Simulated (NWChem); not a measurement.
**Correlation energy of BCl**

```xyz
2

B      0.0000     0.0000    -1.3285
Cl     0.0000     0.0000     0.3907
```
Charge 0, spin multiplicity 1.

The numbers come from NWChem runs, not from measurements. Structure: optimised with PBE0/def2-SVP, a minimum by its harmonic frequencies.

Basis set: cc-pVQZ. Each correlation energy counts from its own Hartree-Fock reference.

The correlated methods keep 6 core orbitals frozen. The structure started from a generated list of species. No row is a measurement; the coupled-cluster row has its own basis-set and correlation limits.

**Question.** Order these methods by the correlation energy they give, lowest first: CCSD(T), CCSD, RI-MP2, CR-CCSD(T).

**Answer.** CCSD(T) (-325.6 mHa), CR-CCSD(T) (-322.6 mHa), CCSD (-310.1 mHa), RI-MP2 (-283.1 mHa)
